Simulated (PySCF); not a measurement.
F2H5NSi2, SMILES F[SiH](F)N[SiH3].

Geometry: TPSSh-D3(BJ)/def2-SVP. The structure was generated by enumeration, and PubChem lists no compound with its InChIKey, so it may never have been made. Other conformers were not sampled.

Two levels are set side by side: TDA-PBE/def2-SVPD (PySCF) and TDA-B3LYP/def2-SVPD (PySCF). Vertical, same geometry. The lowest singlet is HOMO→LUMO 99 % with PBE and HOMO→LUMO 99 % with the other functional; states are paired by order. Differences are taken from unrounded values.

| quantity | TDA-B3LYP | TDA-PBE | TDA-PBE minus TDA-B3LYP |
|---|---|---|---|
| lowest singlet excitation (eV) | 6.65 | 6.17 | -0.48 |
| lowest triplet excitation (TDA) (eV) | 6.29 | 5.85 | -0.44 |
| first bright state (f over 0.05) (eV) | 8.74 | 8.02 | -0.72 |
| its oscillator strength | 0.13 | 0.06 | -0.07 |

A lower first singlet is the usual sign of a functional without exact exchange. Differences between two approximate levels are no errors against the true value.

Rough cost on one machine, each run with all the roots and properties that it gave: TDA-B3LYP against TDA-PBE about 2 times.
